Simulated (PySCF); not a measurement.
Molfile (atoms numbered from 1):
```
C10H11P
     RDKit          3D

 22 23  0  0  0  0  0  0  0  0999 V2000
   -2.7674   -1.5446   -0.5449 C   0  0  0  0  0  0  0  0  0  0  0  0
   -2.2533    0.0429   -0.1894 P   0  0  2  0  0  5  0  0  0  0  0  0
   -2.8819    0.6300    1.4179 C   0  0  0  0  0  0  0  0  0  0  0  0
   -1.3769    1.3999   -1.0488 C   0  0  0  0  0  0  0  0  0  0  0  0
   -0.5452    0.5467   -0.4015 C   0  0  0  0  0  0  0  0  0  0  0  0
    0.8406    0.2173   -0.2523 C   0  0  0  0  0  0  0  0  0  0  0  0
    1.1958   -0.9991    0.3339 C   0  0  0  0  0  0  0  0  0  0  0  0
    2.5262   -1.3332    0.4899 C   0  0  0  0  0  0  0  0  0  0  0  0
    3.5159   -0.4563    0.0727 C   0  0  0  0  0  0  0  0  0  0  0  0
    3.1715    0.7572   -0.5032 C   0  0  0  0  0  0  0  0  0  0  0  0
    1.8433    1.0961   -0.6693 C   0  0  0  0  0  0  0  0  0  0  0  0
   -3.8470   -1.6345   -0.4743 H   0  0  0  0  0  0  0  0  0  0  0  0
   -2.3802   -1.8970   -1.4955 H   0  0  0  0  0  0  0  0  0  0  0  0
   -2.6347   -0.1213    2.1667 H   0  0  0  0  0  0  0  0  0  0  0  0
   -3.9655    0.7310    1.3640 H   0  0  0  0  0  0  0  0  0  0  0  0
   -2.4287    1.5865    1.6664 H   0  0  0  0  0  0  0  0  0  0  0  0
   -1.2986    2.1827   -1.7809 H   0  0  0  0  0  0  0  0  0  0  0  0
    0.4095   -1.6697    0.6519 H   0  0  0  0  0  0  0  0  0  0  0  0
    2.7959   -2.2772    0.9406 H   0  0  0  0  0  0  0  0  0  0  0  0
    4.5564   -0.7179    0.1972 H   0  0  0  0  0  0  0  0  0  0  0  0
    3.9450    1.4386   -0.8270 H   0  0  0  0  0  0  0  0  0  0  0  0
    1.5689    2.0411   -1.1149 H   0  0  0  0  0  0  0  0  0  0  0  0
  1  2  2  0
  2  3  1  1
  2  4  1  0
  4  5  2  0
  5  6  1  0
  6  7  2  0
  7  8  1  0
  8  9  2  0
  9 10  1  0
 10 11  2  0
  5  2  1  0
 11  6  1  0
  1 12  1  0
  1 13  1  0
  3 14  1  0
  3 15  1  0
  3 16  1  0
  4 17  1  0
  7 18  1  0
  8 19  1  0
  9 20  1  0
 10 21  1  0
 11 22  1  0
M  END
```

[PySCF: GIAO PBE0/pcSseg-1 shieldings; structure optimised with GFN2-xTB; gas phase; relativity neglected; one conformer; averaged over atoms made equivalent by symmetry, fast rotation or ring inversion]

References, each an isolated molecule treated in the same way: TMS for ¹³C (σref 186.93) and ¹H (σref 31.72); ³¹P (σref 318.38) vs H3PO4.

```csv
atoms,nucleus,count,δ (ppm)
H18/H22,¹H,2,?
H12/H13,¹H,2,0.30
C5,¹³C,1,169.7
P2,³¹P,1,-101.1
H14/H15/H16,¹H,3,1.96
C4,¹³C,1,171.3
H20,¹H,1,?
C9,¹³C,1,?
C1,¹³C,1,3.7
C3,¹³C,1,21.5
C6,¹³C,1,?
H17,¹H,1,10.04
C8/C10,¹³C,2,134.3
H19/H21,¹H,2,7.77
C7/C11,¹³C,2,?
```

Fill in the missing shifts.

Answers


- C9: 136.0 ppm, aromatic CH; the aromatic region
- C7/C11: 135.0 ppm, aromatic CH; the aromatic region
- C6: 133.9 ppm, substituted aromatic carbon
- H18/H22: 8.16 ppm, hydrogen on an aromatic CH; the ring current deshields protons in the ring plane
- H20: 7.67 ppm, hydrogen on an aromatic CH; it sits in the deshielding region of the aromatic ring current

Shifts are as computed. Against solution values, carbons near 30 ppm lie about +3 ppm off and those near 130 ppm about +5 ppm. Of 1211 compounds with measured shifts, 218 miss one by over three times the rms of a fit or turn the order of signals round; such compounds aren't used in these exercises. Experimental scales use liquid or dissolved standards, which lie at an offset from isolated H3PO4.
